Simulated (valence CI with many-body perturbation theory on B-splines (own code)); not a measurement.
## A CI+MBPT run for Pt73+

Computed by valence CI with perturbative core correlation (CI+MBPT): three valence electrons over a frozen Dirac-Fock core [He], radial functions for each j: 6 s, 6 p, 5 d, 3 f, 1 g, with the one-electron correlation potential Σ1 (screened to all orders), the two-electron term Σ2, the three-electron term Σ3, Breit, model QED; selected single and double excitations, second order for the rest, scaled by the run's own slope (own B-spline code, finite nucleus).

Command, and the settings that its task file holds:

```sh
python run_cv.py task.json out
```

```
atom Pt  Z=78  mass_number=195  rms_radius_fm=5.4270
core [He]
valence 2s2 2p1
avg = 1
basis = S
breit = 1
cap = 10000
capref = 1200
cscale = 1
de = 0.0
dress = 0
ecut = 38520
eps = 2e-08
extrap = 1
h = 0.27
hh = 1
l2 = 3
lcore = 6
maxit = 60
n2 = 5
natural = 1
nlev = 20
nno = [3, 3, 3, 2, 1]
nroot = 26
nsp = [3, 3, 2, 1, 0]
pt2 = 1
qed = 1
rpa = 1
s1 = 1
s2 = 1
s3 = 1
screen = 1
tol = 2e-05
whole = 1
```

It took 4.6 s on 1 thread of AMD EPYC 7R43 64-Core Processor (Zen 3) (shared host).

Log. The first blocks belong to the next ion, which gives the ionisation energy. Fields: 2J, parity (1 odd), roots, reference size, generating configurations, candidates as configurations/state functions, variational space P, stored matrix elements, Davidson steps; e2 is the range of second-order energies in hartree. The first line gives the box (bohr), its intervals, the orbitals and the steps of their self-consistent field. Window is the range of levels sought, series limit the energy at which the first omitted orbital would enter, core excitation an estimate of the first excitation out of the core, left out the lowest levels not solved, and shifts from estimates the range by which levels moved from their first estimate, all in cm⁻¹.

```
rmax 0.8 intervals 52 orbitals 36 references ['2s2 2p', '2s 2p2', '2p3'] scf 2 t 0.3
2J=0 par=0 roots 2 ref 15 generators 2 cand 92/92 P 106/106 nnz 0 it 0
2J=0 par=0 roots 2 ref 15 generators 3 cand 1/1 P 106/106 nnz 0 it 0
   second order: generators 3 cand 1/1 e2 -0.00000 -0.00000
2J=0 par=1 roots 2 ref 11 generators 2 cand 73/73 P 84/84 nnz 0 it 0
   second order: generators 5 cand 0/0 e2 -0.00000 -0.00000
2J=2 par=1 roots 2 ref 28 generators 2 cand 188/188 P 214/214 nnz 0 it 0
2J=2 par=1 roots 2 ref 28 generators 2 cand 2/2 P 216/216 nnz 0 it 0
   second order: generators 2 cand 0/0 e2 -0.00000 -0.00000
reference levels 291, estimated 165, window 99349125 1/cm; series limit 132782641, core excitation 534423204
2J=1 par=1 roots 7 ref 32 generators 7 cand 84/106 P 1662/2442 nnz 0 it 3
2J=1 par=1 roots 7 ref 32 generators 10 cand 112/139 P 1682/2473 nnz 0 it 4
   second order: generators 12 cand 116/138 e2 -0.00000 -0.00000
2J=1 par=0 roots 9 ref 34 generators 10 cand 110/136 P 1709/2536 nnz 8.2e+05 it 3
2J=1 par=0 roots 9 ref 34 generators 12 cand 126/155 P 1726/2564 nnz 8.4e+05 it 4
   second order: generators 14 cand 159/202 e2 -0.00000 -0.00000
2J=3 par=1 roots 8 ref 47 generators 10 cand 726/1525 P 1567/3128 nnz 1.3e+06 it 5
2J=3 par=1 roots 8 ref 47 generators 12 cand 455/942 P 1612/3236 nnz 1.4e+06 it 4
   second order: generators 15 cand 501/974 e2 -0.00000 -0.00000
2J=3 par=0 roots 8 ref 45 generators 7 cand 589/1139 P 1537/3127 nnz 1.3e+06 it 4
2J=3 par=0 roots 8 ref 45 generators 10 cand 412/704 P 1567/3199 nnz 1.4e+06 it 3
   second order: generators 12 cand 528/990 e2 -0.00000 -0.00000
2J=5 par=0 roots 5 ref 39 generators 6 cand 541/1288 P 1427/3104 nnz 1.3e+06 it 4
2J=5 par=0 roots 5 ref 39 generators 8 cand 468/1016 P 1450/3154 nnz 1.4e+06 it 4
   second order: generators 10 cand 678/1439 e2 -0.00000 -0.00000
2J=5 par=1 roots 2 ref 36 generators 4 cand 532/1286 P 1353/2953 nnz 1.2e+06 it 4
2J=5 par=1 roots 2 ref 36 generators 4 cand 358/866 P 1403/3088 nnz 1.4e+06 it 3
   second order: generators 5 cand 413/904 e2 -0.00000 -0.00000
2J=7 par=1 roots 1 ref 21 generators 2 cand 243/535 P 1177/2652 nnz 1.1e+06 it 3
2J=7 par=1 roots 1 ref 21 generators 2 cand 183/401 P 1217/2739 nnz 1.2e+06 it 3
   second order: generators 4 cand 356/853 e2 -0.00000 -0.00000
left out: unestimated 147334538, estimated 105556589, shifts from estimates 0 to 6
operators 0.1
```

The Davidson iterations converged.

No measured spectrum was set against this ion. As an estimate, large intervals hold to a few tenths of a per cent, small ones and those within an open d or f shell to about a per cent.

```yaml
Valence_energy: -2400.956 hartree
Ionisation_energy: "21273 eV (NIST: 21280 ± 90 eV (theoretical))"
Reference_configurations_for_the_orbitals: 2s2 2p, 2s 2p2, 2p3
Radial_orbitals: 36
Box_radius: 0.7888 bohr
Largest_variational_space: 3236
Lowest_levels: (2s^2 2p1/2) J=1/2 0.00, (2s 2p1/2^2) J=1/2 2401.8, (2s^2 2p3/2) J=3/2 15033, (2s 2p1/2 2p3/2) J=3/2 [a] 16731, (2s 2p1/2 2p3/2) J=5/2 17068, (2s 2p1/2 2p3/2) J=1/2 17705, (2s 2p1/2 2p3/2) J=3/2 [b] 17720, (2p1/2^2 2p3/2) J=3/2 20202, (2s 2p3/2^2) J=5/2 31907, (2s 2p3/2^2) J=1/2 32857, (2s 2p3/2^2) J=3/2 32861, (2p1/2 2p3/2^2) J=3/2 34801, (2p1/2 2p3/2^2) J=5/2 34984, (2p1/2 2p3/2^2) J=1/2 35490 × 10³ cm⁻¹
```

Levels are named by their leading jj configuration (3d3/2^4 stands for four electrons in 3d with j = 3/2), which in mixed levels can hold well under half, so a name can repeat and another be missing. Letters in brackets count levels of one name in rising energy.
